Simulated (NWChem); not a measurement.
System: SnHBr₂F; SMILES [SnH]([F])([Br])[Br]

The following NWChem deck was run.

```
start job
memory heap 200 mb stack 900 mb global 1100 mb
geometry units angstroms noautoz
  Sn     0.672306     0.286442     0.000000
  F      2.007062    -1.105712     0.000000
  Br    -0.700638    -0.078469     2.013718
  Br    -0.700638    -0.078469    -2.013718
  H      1.475936     1.786302     0.000000
end
basis spherical
  * library def2-svp
end
ecp
  Sn library def2-ecp
end
dft
  xc xpbe96 cpbe96
  iterations 150
  mulliken
end
task dft energy
```

Parts of the log:

```
             Northwest Computational Chemistry Package (NWChem) 7.3.0
             --------------------------------------------------------

 CS  symmetry detected

                             Geometry "geometry" -> ""
                             -------------------------

 Output coordinates in angstroms (scale by  1.889725989 to convert to a.u.)

  No.       Tag          Charge          X              Y              Z
 ---- ---------------- ---------- -------------- -------------- --------------
    1 Sn                  50.0000     0.62695427     0.31074068     0.00000000
    2 F                    9.0000     2.02483183    -1.01801989     0.00000000
    3 Br                  35.0000    -0.72759097    -0.11744441    -2.01371800
    4 Br                  35.0000    -0.72759097    -0.11744441     2.01371800
    5 H                    1.0000     1.36016770     1.84625338     0.00000000

 Effective nuclear repulsion energy (a.u.)    1158.2398400757

      Symmetry information
      --------------------

 Group name             Cs
 Group number              2
 Group order               2
 No. of unique centers     4

 Summary of "ao basis" -> "ao basis" (spherical)
 ------------------------------------------------------------------------------
       Tag                 Description            Shells   Functions and Types
 ---------------- ------------------------------  ------  ---------------------
 Sn                         def2-svp                10       26   4s4p2d
 F                          def2-svp                 6       14   3s2p1d
 Br                         def2-svp                12       32   5s4p3d
 H                          def2-svp                 3        5   2s1p

      Symmetry analysis of basis
      --------------------------

        a'         64
        a"         45

            General Information
            -------------------
          SCF calculation type: DFT
          Wavefunction type:  closed shell.
          No. of atoms     :     5
          No. of electrons :   102
           Alpha electrons :    51
            Beta electrons :    51
          Charge           :     0
          Spin multiplicity:     1
          Use of symmetry is: on ; symmetry adaption is: on
          Maximum number of iterations: 150
          AO basis - number of functions:   109
                     number of shells:    43
          Convergence on energy requested:  1.00D-06
          Convergence on density requested:  1.00D-05
          Convergence on gradient requested:  5.00D-04

              XC Information
              --------------
          PerdewBurkeErnzerhof Exchange Functional  1.000
            Perdew 1991 LDA Correlation Functional  1.000 local
           PerdewBurkeErnz. Correlation Functional  1.000 non-local

             Grid Information
             ----------------
          Grid used for XC integration:  medium
          Radial quadrature: Mura-Knowles
          Angular quadrature: Lebedev.
          Tag              B.-S. Rad. Rad. Pts. Rad. Cut. Ang. Pts.
          ---              ---------- --------- --------- ---------
          Sn                  1.45      123           8.0       590
          F                   0.50       49          10.0       434
          Br                  1.15      112          11.0       590
          H                   0.35       45          10.0       434
          Grid pruning is: on
          Number of quadrature shells:   329
          Spatial weights used:  Erf1

      Superposition of Atomic Density Guess
      -------------------------------------

 Sum of atomic energies:       -5493.05915042

      Non-variational initial energy
      ------------------------------

 Total energy =   -5457.627501
 1-e energy   =   -8996.742652
 2-e energy   =    2879.596893
 HOMO         =      -0.380971
 LUMO         =      -0.040694

      Symmetry analysis of molecular orbitals - initial
      -------------------------------------------------

  Numbering of irreducible representations:

     1 a'          2 a"

  Orbital symmetries:

     1 a'          2 a"          3 a'          4 a"          5 a'
     6 a"          7 a'          8 a"          9 a'         10 a"
    11 a'         12 a'         13 a"         14 a'         15 a"
    16 a'         17 a'         18 a"         19 a"         20 a'
    21 a'         22 a"         23 a'         24 a'         25 a"
    26 a'         27 a'         28 a"         29 a"         30 a'
    31 a'         32 a"         33 a"         34 a'         35 a"
    36 a'         37 a'         38 a"         39 a'         40 a'
    41 a"         42 a'         43 a'         44 a"         45 a'
    46 a"         47 a'         48 a'         49 a"         50 a"
    51 a'         52 a'         53 a'         54 a"         55 a'
    56 a'         57 a'         58 a"         59 a'         60 a"
    61 a'

     ---------------------------------------------
      Total Density - Mulliken Population Analysis
     ---------------------------------------------

    Atom       Charge   Shell Charges
 -----------   ------   -------------------------------------------------------
    1 Sn  22    20.35   1.60  0.41  0.84  0.23  3.27  2.73  0.78  0.35  9.77  0.38
    2 F    9     9.72   1.99  1.15  0.81  3.55  2.22  0.00
    3 Br  35    35.45   2.00  2.00  2.00  1.37  0.59  6.00  5.99  2.37  3.13  8.23  1.73  0.05
    4 Br  35    35.45   2.00  2.00  2.00  1.37  0.59  6.00  5.99  2.37  3.13  8.23  1.73  0.05
    5 H    1     1.02   0.60  0.42  0.01

[...]
```

Level: PBE/def2-SVP with def2 effective core potentials on Sn. The geometry was optimised at PBE0/def2-SVP. Not confirmed as a minimum by frequencies. def2 effective core potentials on Sn; no spin-orbit coupling.
